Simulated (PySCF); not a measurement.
Spectra and structures to be paired. Method used: PySCF 2.14.0, density-fitted response routines, TDDFT CAM-B3LYP/def2-SVPD, vertical, gas phase, core orbitals frozen in the response. Geometries: GFN2-xTB; one conformer of each isolated species. Triplets are in the Tamm–Dancoff approximation.

A. `C=C[SiH2]/C([SiH3])=C/[SiH3]`
B. `[SiH3]C1=NN=CO1`
C. `C=C/C=C\COC`
D. `C/C=C\P1(=O)CC1`
E. `C#C[SiH2][SiH2][C@@H](C)[SiH3]`

Lowest singlet levels (six at most, fewer where fewer were computed) with oscillator strengths:

1. 252 nm (f 0.000); 198 nm (f 0.407); 190 nm (f 0.004); 187 nm (f 0.001); 174 nm (f 0.047); 172 nm (f 0.127); T1 3.90 eV
2. 221 nm (f 0.632); 188 nm (f 0.010); 184 nm (f 0.114); 182 nm (f 0.012); 174 nm (f 0.002); 172 nm (f 0.000); T1 3.13 eV
3. 227 nm (f 0.017); 205 nm (f 0.022); 186 nm (f 0.034); 179 nm (f 0.363); 170 nm (f 0.031); 168 nm (f 0.002); T1 4.21 eV
4. 205 nm (f 0.001); 197 nm (f 0.014); 196 nm (f 0.003); 176 nm (f 0.028); 173 nm (f 0.033); 172 nm (f 0.029); T1 5.04 eV
5. 223 nm (f 0.000); 188 nm (f 0.043); 187 nm (f 0.263); 173 nm (f 0.000); 162 nm (f 0.018); 161 nm (f 0.008); T1 4.55 eV

Question: Which spectrum belongs to which structure?

Answer: 1 = A, 2 = C, 3 = D, 4 = E, 5 = B.
- A: S1 at 4.92 eV, HOMO→LUMO (96%); Löwdin shares by element: HOMO carbon 44% or more, silicon 23% or more (atoms not listed hold the other 33%); LUMO carbon 58% or more, silicon 18% or more (atoms not listed hold the other 24%); HOMO -9.02 and LUMO -0.17 eV.
- B: S1 at 5.57 eV, HOMO→LUMO (95%); Löwdin shares by element: HOMO nitrogen 81%, carbon 15%; LUMO carbon 36%, oxygen 18%, nitrogen 15% or more (atoms not listed hold the other 30%); HOMO -9.52 and LUMO 0.12 eV.
- C: S1 at 5.62 eV, HOMO→LUMO (97%); Löwdin shares by element: HOMO carbon 80% or more (atoms not listed hold the other 20%); LUMO carbon 78% or more (atoms not listed hold the other 22%); HOMO -7.84 and LUMO 0.20 eV.
- D: S1 at 5.47 eV, HOMO→LUMO (94%); Löwdin shares by element: HOMO oxygen 37%, carbon 33% or more, phosphorus 18%; LUMO carbon 65% or more, phosphorus 10% (atoms not listed hold the other 25%); HOMO -8.35 and LUMO 0.27 eV.
- E: S1 at 6.06 eV, HOMO→LUMO+4 (16%), HOMO→LUMO (16%), HOMO→LUMO+1 (9%); Löwdin shares by element: HOMO carbon 46% or more, silicon 30% or more (atoms not listed hold the other 24%); LUMO silicon 33% or more, carbon 18% or more (atoms not listed hold the other 49%); HOMO -9.14 and LUMO 0.64 eV.
B and C have S1 within 0.06 eV of each other; their strongest listed levels stand at 6.64 eV (f 0.263) and 5.62 eV (f 0.632).
B and D have S1 within 0.10 eV of each other; their strongest listed levels stand at 6.64 eV (f 0.263) and 6.92 eV (f 0.363).
